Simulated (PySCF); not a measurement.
## How methods differ on the ionisation energy of Hf⁵⁶⁺

Hf⁵⁶⁺ [Ne] 3s2 3p4 [3p1/2^2 3p3/2^2, M_J = 2] → Hf⁵⁷⁺ [Ne] 3s2 3p3 [3p1/2^2 3p3/2^1, M_J = 3/2], as a difference of total energies. All numbers are calculated (PySCF 2.14, the two-component X2C-1e Hamiltonian, in an uncontracted even-tempered set (18 s from 16 bohr⁻², ratio 2.4; 14 p from 21 bohr⁻², ratio 2.4; 4 d from 76 bohr⁻², ratio 2.6; 4 f from 110 bohr⁻², ratio 2.6)). Correlated levels: 1s2 frozen; the 48 highest virtual spinors dropped. "Screened" scales the spin-orbit matrix elements by Boettger's factors to mimic the two-electron term; Breit and QED terms are absent.

```csv
method,ionisation energy (eV)
GHF (spin-free),5673.2
GMP2 (spin-free),5674.5
GHF (screened spin-orbit),5598.5
GMP2 (screened spin-orbit),5599.0
```

Breit and QED terms and the two-electron picture change are absent.

The spin-free rows relax to the high-spin LS determinant and lack the spin-orbit shift.

The labels give the starting determinants; with spin-orbit coupling the two ends relaxed to ⟨J²⟩ = 6.00, ⟨L²⟩ = 3.28, ⟨S²⟩ = 1.41 and ⟨J²⟩ = 3.75, ⟨L²⟩ = 2.58, ⟨S²⟩ = 1.50.

For comparison: 5595 ± 5 eV (theoretical estimate listed by NIST; NIST Atomic Spectra Database, ionization energies).
